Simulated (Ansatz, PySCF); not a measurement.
F₃Se, charge +1, singlet, at a GFN2-xTB geometry, atoms displaced at random by about 0.03 Å a coordinate. Base run: PBE0/STO-3G, gradient (PySCF).

The PySCF input:
```python
from pyscf import gto, scf, dft

mol = gto.Mole()
mol.atom = '''
    Se   -0.06035414    0.10703018    0.38699048
    F    -1.13922136   -0.91061854   -0.35996300
    F     0.05231222    1.18814956   -0.94778844
    F     1.31612563   -0.73483309   -0.03290973
'''
mol.basis = 'sto-3g'
mol.charge = 1
mol.verbose = 4
mol.build()

mf = dft.RKS(mol)
mf.xc = 'pbe0'
mf.kernel()
g = mf.nuc_grad_method()
grad = g.kernel()
```

Programs used: Ansatz (a program for electronic structure), PySCF; a row that names a program was run with it.

The coordinate followed is y of atom 3.

Variants of this job, named by their change:

```
change                                                  dE/dx (Eh/bohr)  net force (Eh/bohr)
------------------------------------------------------  ---------------  -------------------
base                                                          -0.024209             0.000228
code = ansatz                                                 -0.024275             0.000000
finite difference step (bohr) = 1e-4; conv_tol = 1e-11        -0.024226                    -
conv_tol = 1e-4                                               -0.024207             0.000228
grids.level = 5; grid_response = off                          -0.024245             0.000064
finite difference step (bohr) = 1e-3; conv_tol = 1e-11        -0.024226                    -
conv_tol = 1e-11                                              -0.024209             0.000228
grids.level = 1; grid_response = off                          -0.024852             0.001138
grids.level = 0; grid_response = on                           -0.026480             0.000000
finite difference step (bohr) = 0.2; conv_tol = 1e-11         -0.025061                    -
grid_response = on                                            -0.024226             0.000000
grids.level = 0; grid_response = off                          -0.019354             0.017889
```

The net force is zero for an exact gradient.
